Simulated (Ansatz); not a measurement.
Task: Name a neutral molecule of B, C, N, Si and H with zero-point energy (PBE0-D4/def2-TZVP) between 173 and 189 kJ/mol and LUMO energy (B3LYP/def2-TZVPP) between -0.70 and -0.40 eV (Ansatz, PBE0-D4/def2-TZVP geometry).

Result: `[SiH3]N1BC1` (183.0 kJ/mol, -0.48 eV); `BN1C[SiH2]1` (185.6 kJ/mol, -0.65 eV). Other molecules can fit too; these were computed, each in one conformer that needn't be the lowest.

B3LYP here is the variant with VWN-RPA as its local correlation; programs differ in this.
